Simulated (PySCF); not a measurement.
C7H6 (charge +1 and doublet state).
SMILES with atom numbers: `[CH:1]1[CH:2]=[C:3]2[CH2:4][C:5]2=[CH:6][CH+:7]1` (hydrogens: H8 on C1; H9 on C2; H10, H11 on C4; H12 on C6; H13 on C7)

The geometry is computed with GFN2-xTB (gas phase). This method treats the open shell by occupation alone, without spin polarisation.

Question: What internal coordinates does the optimisation give?

Answer: 
| bond | length (pm) |
| --- | --- |
| C1–C2, C6–C7 | 140.7 |
| C2=C3, C5=C6 | 135.1 |
| C3–C4, C4–C5 | 146.6 |
| C1–C7 | 139.8 |
| C3–C5 | 143.9 |
| C1–H8, C7–H13 | 108.0 |
| C2–H9, C6–H12 | 108.2 |
| C4–H10, C4–H11 | 109.0 |

Bonds in one row agree within 1 pm and their mean is given. A selection of angles:
| angle | degrees |
| --- | --- |
| C2–C1–C7 | 122.2 |
| C2–C1–H8 | 119.0 |
| C7–C1–H8 | 118.8 |
| C1–C2–C3 | 115.1 |
| C1–C2–H9 | 121.0 |
| C3–C2–H9 | 123.9 |
| C2–C3–C4 | 168.4 |
| C2–C3–C5 | 122.7 |
| C4–C3–C5 | 60.6 |
| C3–C4–C5 | 58.8 |
| C3–C4–H10 | 122.1 |
| C3–C4–H11 | 115.9 |
| H10–C4–H11 | 112.3 |

Dihedral angles: C7–C1–C2–C3 -2° (synperiplanar); C5–C6–C7–C1 2° (synperiplanar); C2–C1–C7–C6 0° (synperiplanar); C2–C3–C5–C4 -167° (antiperiplanar).

C1 (carbon bonded to 2 C and H) is planar (angles 122.2°, 119.0° and 118.8°, sum 360.0°, 0.01 Å off the plane of its three neighbours). C2 (carbon bonded to 2 C and H) is planar (angles 123.9°, 121.0° and 115.1°, sum 360.0°, 0.01 Å off the plane of its three neighbours). The 6-membered ring C1–C2–C3–C5–C6–C7 has internal angles of 115.1° to 122.7° (sum 720°, against 720° for a flat polygon); it is almost planar, 0.01 Å rms from its mean plane, widest ring torsion 2°. The 3-membered ring C3–C4–C5 has internal angles of 58.8° to 60.6°. The C–C distances run from 1.351 Å (C2=C3, drawn double in one of several resonance forms) to 1.466 Å (C4–C5, drawn single), a spread of 0.115 Å. C3 (carbon bonded to 3 C) has angles 168.4°, 122.7° and 60.6°.

Point group: Cs (tolerance 0.08 Å). No frequency check.
